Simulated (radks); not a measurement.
Question: These are the eigenvalues of the occupied orbitals of an atom or ion with whole-number occupations (Ry). Calculated with a radial shooting solver on a logarithmic mesh with Libxc functionals: Dirac Kohn-Sham, PBE, spin-unpolarised, spherical densities, point nucleus.

| orbital | eigenvalue |
|---|---|
| 1s1/2 | -1456.547 |
| 2s1/2 | -205.9487 |
| 2p1/2 | -189.4807 |
| 2p3/2 | -181.6488 |
| 3s1/2 | -35.32058 |
| 3p1/2 | -29.05539 |
| 3p3/2 | -27.76587 |
| 3d3/2 | -16.69484 |
| 3d5/2 | -16.45069 |
| 4s1/2 | -5.03082 |
| 4p1/2 | -3.24704 |
| 4p3/2 | -3.06208 |
| 4d3/2 | -0.51875 |
| 4d5/2 | -0.50164 |
| 5s1/2 | -0.42095 |
| 5p1/2 | -0.16065 |
| 5p3/2 | -0.15046 |

Which element is it, and in what charge state? The configuration may be excited. Open shells, if any, are shared by 2j + 1.

Answer: Z = 42, molybdenum, charge 0: Mo in [Kr] 4d4 5s1 5p1. The list shows which subshells hold electrons but not how many an open one holds; the 1s level, -728.27 hartree, gives Z - s = 38.2 by -(Z - s)^2/2, which with screening and relativity narrows Z to a few neighbours, and the depths of the outer levels then fix element, charge and occupations together.
